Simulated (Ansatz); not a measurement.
Born–Oppenheimer molecular dynamics of BrH5Si (7 atoms, charge 0, multiplicity 1). It starts at the highest image of a converged band. Of that band: Neighbouring images differ by up to 1.7 eV, so the band resolves the path poorly. A vibrational analysis at the climbing image gives 2 clearly imaginary modes (1109i, 172i cm⁻¹): a point of higher order, so a lower path passes nearby.

Level of theory: Ansatz 0.2.0, RKS B3LYP-D4/def2-mTZVP.

```yaml
ensemble: NVE (velocity Verlet)
time_step: 0.5 fs
steps_asked: 200
starting_velocities_drawn_for: 300 K
seed: 4754
```

Frames 1 fs apart, positions in Å, forces in eV/Å.

Velocities at 60.0 fs (Å/ps):

```
Si -7.56 -2.73 -6.29
H 48.21 -86.35 54.03
H -16.35 -3.31 0.05
H -11.45 13.16 8.34
H 0.84 -4.67 19.28
H 67.84 -66.15 64.14
Br 1.53 2.82 0.37
```

```xyz
7
Properties=species:S:1:pos:R:3:forces:R:3 time_fs=60.0 energy_less_start_eV=-1.403 T=2471
Si -0.219 0.389 -0.271 -4.75 -4.78 -1.59
H 3.565 -4.378 3.511 -0.42 -0.65 -0.13
H 0.316 -0.865 -0.829 0.25 -0.07 -0.20
H -1.003 -0.100 0.897 -0.13 0.34 -0.06
H -0.948 1.136 -1.303 -0.88 -0.54 -0.20
H 3.953 -3.782 3.631 0.42 0.65 0.13
Br 1.099 1.779 0.126 5.50 5.05 2.06
7
Properties=species:S:1:pos:R:3:forces:R:3 time_fs=61.0 energy_less_start_eV=-1.499 T=2619
Si -0.228 0.385 -0.278 -4.33 -4.53 -1.02
H 3.612 -4.466 3.565 0.24 0.36 0.08
H 0.301 -0.868 -0.829 0.28 -0.13 -0.23
H -1.015 -0.085 0.904 -0.05 0.34 -0.18
H -0.952 1.129 -1.285 -1.06 -0.33 -0.50
H 4.022 -3.846 3.696 -0.24 -0.36 -0.08
Br 1.101 1.782 0.126 5.16 4.66 1.93
7
Properties=species:S:1:pos:R:3:forces:R:3 time_fs=62.0 energy_less_start_eV=-1.588 T=2758
Si -0.238 0.380 -0.284 -3.86 -4.18 -0.55
H 3.662 -4.551 3.619 0.67 1.00 0.22
H 0.289 -0.873 -0.833 0.28 -0.17 -0.23
H -1.027 -0.067 0.911 0.02 0.30 -0.26
H -0.965 1.119 -1.272 -1.17 -0.16 -0.73
H 4.089 -3.913 3.760 -0.67 -1.00 -0.22
Br 1.103 1.786 0.127 4.73 4.21 1.76
7
Properties=species:S:1:pos:R:3:forces:R:3 time_fs=63.0 energy_less_start_eV=-1.714 T=2953
Si -0.249 0.373 -0.291 -3.41 -3.71 -0.25
H 3.717 -4.627 3.675 0.72 1.06 0.24
H 0.279 -0.880 -0.838 0.27 -0.16 -0.21
H -1.039 -0.046 0.915 0.06 0.24 -0.29
H -0.990 1.107 -1.266 -1.16 -0.08 -0.80
H 4.150 -3.990 3.821 -0.72 -1.06 -0.24
Br 1.106 1.790 0.128 4.25 3.71 1.56
7
Properties=species:S:1:pos:R:3:forces:R:3 time_fs=64.0 energy_less_start_eV=-1.880 T=3209
Si -0.261 0.365 -0.299 -3.02 -3.13 -0.17
H 3.779 -4.693 3.734 0.39 0.57 0.13
H 0.272 -0.888 -0.845 0.23 -0.12 -0.17
H -1.051 -0.023 0.916 0.07 0.16 -0.29
H -1.026 1.094 -1.267 -1.00 -0.11 -0.71
H 4.204 -4.077 3.881 -0.39 -0.57 -0.13
Br 1.110 1.795 0.129 3.72 3.20 1.35
7
Properties=species:S:1:pos:R:3:forces:R:3 time_fs=65.0 energy_less_start_eV=-2.030 T=3439
Si -0.275 0.357 -0.306 -2.69 -2.47 -0.27
H 3.844 -4.754 3.794 -0.26 -0.38 -0.09
H 0.267 -0.897 -0.854 0.17 -0.05 -0.12
H -1.062 0.002 0.914 0.06 0.06 -0.24
H -1.071 1.080 -1.275 -0.73 -0.22 -0.50
H 4.254 -4.168 3.939 0.26 0.38 0.09
Br 1.114 1.800 0.130 3.18 2.69 1.12
7
Properties=species:S:1:pos:R:3:forces:R:3 time_fs=66.0 energy_less_start_eV=-2.132 T=3599
Si -0.289 0.347 -0.313 -2.42 -1.81 -0.47
H 3.907 -4.818 3.853 -0.85 -1.20 -0.31
H 0.263 -0.907 -0.865 0.11 0.03 -0.05
H -1.073 0.027 0.910 0.04 -0.05 -0.15
H -1.124 1.064 -1.288 -0.38 -0.37 -0.22
H 4.307 -4.256 3.998 0.85 1.20 0.31
Br 1.118 1.805 0.132 2.65 2.19 0.89
7
Properties=species:S:1:pos:R:3:forces:R:3 time_fs=67.0 energy_less_start_eV=-2.232 T=3753
Si -0.304 0.337 -0.321 -2.15 -1.18 -0.70
H 3.963 -4.893 3.909 -0.79 -1.09 -0.29
H 0.261 -0.916 -0.875 0.05 0.11 0.02
H -1.083 0.052 0.905 0.00 -0.15 -0.04
H -1.180 1.045 -1.303 -0.03 -0.50 0.05
H 4.368 -4.334 4.060 0.79 1.09 0.29
Br 1.123 1.811 0.133 2.14 1.72 0.68
7
Properties=species:S:1:pos:R:3:forces:R:3 time_fs=68.0 energy_less_start_eV=-2.318 T=3885
Si -0.320 0.326 -0.328 -1.89 -0.63 -0.89
H 4.011 -4.979 3.962 -0.14 -0.18 -0.05
H 0.259 -0.925 -0.886 -0.01 0.17 0.08
H -1.093 0.075 0.899 -0.04 -0.25 0.07
H -1.236 1.021 -1.317 0.29 -0.59 0.26
H 4.436 -4.401 4.125 0.14 0.18 0.05
Br 1.128 1.817 0.135 1.66 1.29 0.48
7
Properties=species:S:1:pos:R:3:forces:R:3 time_fs=69.0 energy_less_start_eV=-2.346 T=3930
Si -0.336 0.315 -0.336 -1.62 -0.16 -0.98
H 4.058 -5.066 4.015 0.50 0.67 0.20
H 0.257 -0.932 -0.895 -0.06 0.21 0.13
H -1.104 0.097 0.894 -0.07 -0.33 0.16
H -1.289 0.991 -1.329 0.53 -0.62 0.40
H 4.505 -4.466 4.190 -0.50 -0.67 -0.20
Br 1.133 1.823 0.136 1.21 0.89 0.29
7
Properties=species:S:1:pos:R:3:forces:R:3 time_fs=70.0 energy_less_start_eV=-2.350 T=3937
Si -0.353 0.304 -0.345 -1.35 0.22 -0.97
H 4.109 -5.146 4.070 0.79 1.04 0.31
H 0.254 -0.936 -0.904 -0.09 0.21 0.17
H -1.115 0.115 0.890 -0.07 -0.39 0.21
H -1.338 0.956 -1.337 0.70 -0.58 0.47
H 4.570 -4.538 4.254 -0.79 -1.04 -0.31
Br 1.138 1.829 0.138 0.81 0.54 0.12
7
Properties=species:S:1:pos:R:3:forces:R:3 time_fs=71.0 energy_less_start_eV=-2.374 T=3973
Si -0.371 0.293 -0.353 -1.09 0.52 -0.82
H 4.168 -5.218 4.128 0.67 0.87 0.27
H 0.251 -0.939 -0.911 -0.09 0.18 0.18
H -1.127 0.129 0.888 -0.04 -0.43 0.22
H -1.380 0.914 -1.341 0.78 -0.50 0.45
H 4.627 -4.619 4.314 -0.67 -0.87 -0.27
Br 1.144 1.835 0.140 0.45 0.23 -0.03
```

Of the whole run (100 fs, mean temperature of the second half 3075 K): The conserved energy stayed within 0.16 meV per atom of its start (net change 0.092 meV per atom), so the integration is sound. The system heated up, since it started high on the potential surface and ran downhill. A run of 0.1 ps of so small a system gives no equilibrium averages. The orbitals stay closed-shell, which can raise the energy where a bond breaks towards radicals; this wasn't checked here.

Run time: 6.4 min on 2 threads of Arm Neoverse N1 (shared host), peak memory 0.14 GiB.
